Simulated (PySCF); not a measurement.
Input for PySCF: U-HF/LANL2DZ on GeH3N (SMILES [NH2][GeH]), a point of a bond scan (R = 1.512 Å).

```python
from pyscf import gto, scf, dft, mp
from pyscf.data.elements import chemcore

mol = gto.M(
    atom='''
    Ge   -0.14236253    0.24006627    0.31200616
    H    -0.50045421    1.34585812   -0.79743283
    N     0.51606097   -0.92124331   -0.93851753
    H     0.57976451   -0.67077984   -2.42873924
    H     0.88509843   -1.82500787   -0.68514287
    ''',
    basis='lanl2dz',
    ecp={'Ge': 'lanl2dz'},
    charge=0, spin=0, verbose=3, max_memory=1800)
mf = scf.UHF(mol)
mf.conv_tol = 1e-8
mf.max_cycle = 100
mf.init_guess_breaksym = True
mf.kernel()
if not mf.converged:
    mf = mf.newton().run(mf.mo_coeff, mf.mo_occ)
for _ in range(4):
    mo, _, stable, _ = mf.stability(return_status=True)
    if stable:
        break
    mf.kernel(mf.make_rdm1(mo, mf.mo_occ))
```

Output:

```
converged SCF energy = -59.710552195718  <S^2> = 1.4142856e-06  2S+1 = 1.0000028
<class 'pyscf.scf.uhf.UHF'> wavefunction has an internal instability
converged SCF energy = -59.71077818629  <S^2> = 0.080088468  2S+1 = 1.1490665
<class 'pyscf.scf.uhf.UHF'> wavefunction is stable in the internal stability analysis
```

Self-consistency was reached.

Cost: around 0.6 core-seconds (rough).
